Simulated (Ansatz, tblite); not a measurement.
Cost and result up the ladder for (H2Ga-mu-OH)2 (Ga₂O₂H₆) (10 atoms). The state is a singlet with charge 0. Geometry: PBE-D4/def2-SVP.

Cartesian coordinates in Å:
```
Ga 1.160 -0.999 0.162
H 0.830 -2.324 0.951
H 2.535 -0.576 -0.483
O -0.324 -0.545 -1.049
Ga -1.158 1.000 -0.162
H -0.827 2.324 -0.952
H -2.535 0.580 0.482
O 0.324 0.545 1.049
H -0.582 -0.978 -1.876
H 0.577 0.973 1.880
```

Ansatz on 2 threads of Arm Neoverse V2 on a shared host; xTB runs through tblite on one thread. Times are rough, summed over both states, and most runs start from the orbitals of an earlier one. PBE0-D4/def2-TZVP serves as the yardstick here, not as an exact answer. The other state is a triplet.

The xTB rows come from tblite.

xTB has no spin-polarisation term.

```
                         level  functions  wall time  vertical triplet (eV)  difference from PBE0-D4/def2-TZVP (eV)
                      GFN2-xTB         32    0.007 s                   6.08                                    0.40
                      GFN1-xTB         38    0.009 s                   6.41                                    0.73
PBE-D4/def2-TZVP (with forces)        194       11 s                   4.87                                   -0.81
           r2SCAN-D4/def2-TZVP        194       26 s                   5.26                                   -0.42
             PBE0-D4/def2-TZVP        194       35 s                   5.68                                    0.00
```
